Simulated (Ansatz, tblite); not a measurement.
Removing and adding an electron: Cd7CuTe7Br2. Charge 0, multiplicity 2. Geometry: PBE-D4/def2-SVP. Ansatz, gas phase; energy differences of separate SCF runs; the oxidised species is a triplet (the singlet lies 0.58 eV higher at PBE0-D4/def2-SVP); the reduced species is a singlet (the triplet lies 2.12 eV higher at PBE0-D4/def2-SVP).

```xyz
17

Te    1.698    0.862    0.657
Te   -2.276    1.492   -2.419
Te    0.862    0.212    4.795
Te   -2.521   -1.068    2.180
Te    2.441   -0.731   -3.398
Te   -1.202   -2.851   -1.895
Te    1.333   -3.755    1.125
Cd    2.388    1.642   -2.002
Cd    0.920   -1.757    2.944
Cd   -0.333   -0.396   -3.143
Cd   -0.406    2.428   -0.529
Cu   -0.895   -2.440    0.699
Cd   -2.469   -0.567   -0.553
Cd   -0.787    1.104    2.769
Cd    1.489   -1.654   -0.781
Br    1.283    4.024   -2.145
Br   -1.526    3.454    1.695
```

In the def2 sets Cd, Te take a core potential; there is no spin–orbit coupling. The xTB rows come from tblite. Single mean-field runs in def2-SVP are fitted with def2-universal-jkfit. HOMO above LUMO, or a gap near zero within one spin, warns that the state may not be the lowest or that an electron is smeared out. No other spin state of charge 0 was run.

Question: Estimate orbital energies and vertical ionisation energies and electron affinities at: GFN1-xTB; GFN2-xTB; HF/def2-SVP; PBE-D4/def2-SVP; PBE0-D4/def2-SVP.

Answer: 
```csv
level,−HOMO (eV),vertical IE (eV),−LUMO (eV),vertical EA (eV),HOMO–LUMO gap (eV),IE − EA (eV),remarks
GFN1-xTB,–,10.62,–,7.36,–,3.26,–
GFN2-xTB,–,11.58,–,7.86,–,3.72,–
HF/def2-SVP,7.41,5.80,2.63,3.71,4.77,2.09,–
PBE-D4/def2-SVP,5.20,6.85,5.14,3.59,0.06,3.26,"gap within one spin near zero (+1 triplet), gap within one spin near zero (doublet)"
PBE0-D4/def2-SVP,5.74,6.90,5.01,3.98,0.73,2.92,–
```

   HOMO and LUMO are the levels of the spin that leaves or enters (xTB has no such levels and no spin-polarisation term). Other spin states of the ions may lie lower, which would lower the ionisation energy or raise the affinity. Raw xTB energy differences between charge states are shifted by several eV; the methods need an empirical correction for them. Sets without diffuse functions give affinities that are too small.
